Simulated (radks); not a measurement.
Q: All-electron atom: the tantalum ion Ta3+ in [Xe] 4f14 5d2. Calculated with a radial shooting solver on a logarithmic mesh with Libxc functionals: Dirac Kohn-Sham, PBE, spin-unpolarised, spherical densities, point nucleus; open shells are shared between the two j in proportion to 2j + 1. Some entries of the table are withheld. Estimate them.

orbital,occ.,eigenvalue (hartree),<r> (bohr),<r^2> (bohr^2)
1s1/2,2,-2473.517,0.01866,0.0004785
2s1/2,2,-425.5447,0.07833,0.007315
2p1/2,2,-406.6897,0.06487,0.005233
2p3/2,4,-360.0060,0.07271,0.006436
3s1/2,2,-98.27563,0.2043,0.04785
3p1/2,2,(1),0.1942,0.04397
3p3/2,4,(2),0.2088,0.05060
3d3/2,4,-65.74769,(3),0.03932
3d5/2,6,-63.55885,(4),0.04114
4s1/2,2,-20.85996,0.4586,0.2377
4p1/2,2,-17.41142,0.4645,0.2458
4p3/2,4,-15.09773,0.4975,0.2818
4d3/2,4,-9.43701,0.5165,0.3096
4d5/2,6,-9.01205,0.5279,0.3233
5s1/2,2,-3.70561,1.097,1.352
5p1/2,2,-2.70183,1.209,1.655
5p3/2,4,-2.37379,1.309,1.937
4f5/2,6,-1.97962,0.6319,0.5061
4f7/2,8,-1.90665,0.6425,0.5242
5d3/2,0.8,-1.08769,1.817,3.825
5d5/2,1.2,-1.05753,1.863,4.020

A: 
(1) 3p1/2 eigenvalue (hartree): -89.90680
(2) 3p3/2 eigenvalue (hartree): -79.85627
(3) 3d3/2 <r> (bohr): 0.1829
(4) 3d5/2 <r> (bohr): 0.1874
